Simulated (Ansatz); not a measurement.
Relaxation of GaP2 with UKS PBE0-D4/def2-TZVP.

```sh
$ ansatz run in.yaml --threads 4 --pin off --events-out ev --progress --plain --max-ram 3916MiB
```

```yaml
crystal:
  periodic: [false, false, false]
  atoms:
    - {symbol: Ga, position_ang: [-1.295700, 0.809460, 0.533950]}
    - {symbol: P, position_ang: [1.216090, 0.066310, 0.399640]}
    - {symbol: P, position_ang: [0.079610, -0.875770, -0.933590]}
basis:
  gaussian: {orbitals: def2-TZVP}
magnetization: {spin_polarized: true, initial_magnetization: 1}
hamiltonian: {xc: pbe0, dispersion: d4}
scf: {lower_state_search: "off"}
output: {orbitals: {seedname: orbitals}}
relax: {f_tol: 0.02, max_steps: 100}
```

Run time 6 s (4 threads of Arm Neoverse V1 on a shared host).

Positions (Å) and forces (eV/Å) at steps 1, 2, 3 of 3:

```xyz
3
step=1 energy=-70941.9256 eV
Ga   -1.296    0.809    0.534    0.054   -0.034   -0.023
P     1.216    0.066    0.400   -0.477   -0.357   -0.518
P     0.080   -0.876   -0.934    0.423    0.392    0.541
3
step=2 energy=-70941.9366 eV
Ga   -1.293    0.808    0.533    0.004   -0.003   -0.002
P     1.205    0.058    0.388    0.122    0.104    0.146
P     0.089   -0.866   -0.921   -0.126   -0.101   -0.144
3
step=3 energy=-70941.9374 eV
Ga   -1.292    0.807    0.532    0.000    0.000    0.000
P     1.206    0.060    0.391    0.001    0.000    0.001
P     0.086   -0.868   -0.923   -0.001    0.000    0.000
```

The structure comes from a short search, and lower isomers may exist.
